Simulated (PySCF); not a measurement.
Planning a shielding job on `FC(F)(F)C1=C[PH2+]CC1`.

Method: GIAO PBE0/pcSseg-1 NMR shielding, non-relativistic, gas phase (PySCF 2.14.0, density-fitted response routines). Geometry: GFN2-xTB, NEB image 2 of 0 to 8. Work: shieldings, ring-centre shieldings, density fitting. The input is one job of a driver script: a line of settings, then coordinates in Å.

Command:
```bash
OMP_NUM_THREADS=1 python probes_run.py task.json out
```

Input:
```
{"job": {"kind": "nmr", "xc": "PBE0", "basis": "pcSseg-1", "pop": false}, "charge": 1, "multiplicity": 1}
F      2.784000     0.602200    -1.125500
C      2.232100    -0.027100    -0.092800
F      2.651500    -1.295100    -0.107900
F      2.684300     0.533100     1.027900
C      0.715400     0.019200    -0.152600
C      0.035000     0.134000    -1.299000
P     -1.716100     0.134500    -0.962800
C     -1.553800    -0.085700     0.839800
C     -0.034500    -0.093000     1.130700
H      0.470200     0.223400    -2.282700
H     -2.393800    -0.875700    -1.607200
H     -2.322900     1.312800    -1.336000
H     -2.020700    -1.023900     1.151900
H     -2.062400     0.720700     1.374400
H      0.270800    -1.007100     1.647500
H      0.253200     0.736500     1.783000
```

Hardware: Arm Neoverse V1, one thread, shared host with 32 logical CPUs at a one-minute load of 9.1. PySCF's memory limit was set to 1200 MB.

**Question.** How large is the basis?

**Answer.** 195 functions for 78 electrons, with 1033 fitting functions; the fitted three-index integrals, 1033 × 195 × 196/2 numbers of 8 bytes, come to 150 MiB.

**Question.** How long does the run take?

**Answer.** About 30 s. The SCF took 14 cycles.

**Question.** Estimate the peak memory.

**Answer.** About 0.92 GiB. Peak memory is the resident size of the whole Python process, interpreter and libraries included.

The SCF part of the output:
```
coarse grid: 14656 points
cycle   1  E = -834.4278012975  dE =  1.844e+00  |g| = 9.118e-01  |ddm| = 3.723e+00
cycle   2  E = -834.3041072165  dE =  1.237e-01  |g| = 1.328e+00  |ddm| = 1.337e+00
cycle   3  E = -834.5764914879  dE = -2.724e-01  |g| = 9.133e-02  |ddm| = 7.507e-01
cycle   4  E = -834.5777032294  dE = -1.212e-03  |g| = 5.842e-02  |ddm| = 1.511e-01
cycle   5  E = -834.5785106981  dE = -8.075e-04  |g| = 1.780e-02  |ddm| = 6.239e-02
cycle   6  E = -834.5785810282  dE = -7.033e-05  |g| = 3.453e-03  |ddm| = 1.638e-02
cycle   7  E = -834.5785836435  dE = -2.615e-06  |g| = 9.891e-04  |ddm| = 3.863e-03
final grid: 140384 points
cycle   8  E = -834.6507990049  dE = -4.642e-05  |g| = 8.291e-03  |ddm| = 3.579e-02
cycle   9  E = -834.6507883278  dE =  1.068e-05  |g| = 1.102e-02  |ddm| = 1.664e-02
cycle  10  E = -834.6508155574  dE = -2.723e-05  |g| = 9.831e-04  |ddm| = 9.701e-03
cycle  11  E = -834.6508157055  dE = -1.481e-07  |g| = 3.966e-04  |ddm| = 9.106e-04
cycle  12  E = -834.6508157392  dE = -3.371e-08  |g| = 1.233e-04  |ddm| = 3.871e-04
cycle  13  E = -834.6508157425  dE = -3.231e-09  |g| = 3.098e-05  |ddm| = 1.335e-04
cycle  14  E = -834.6508157427  dE = -2.271e-10  |g| = 8.113e-06  |ddm| = 3.807e-05
converged SCF energy = -834.6508157427
```

On the final grid dE counts from the start density on that grid.

Other jobs ran on the host; a repeat could differ by tens of per cent or more.
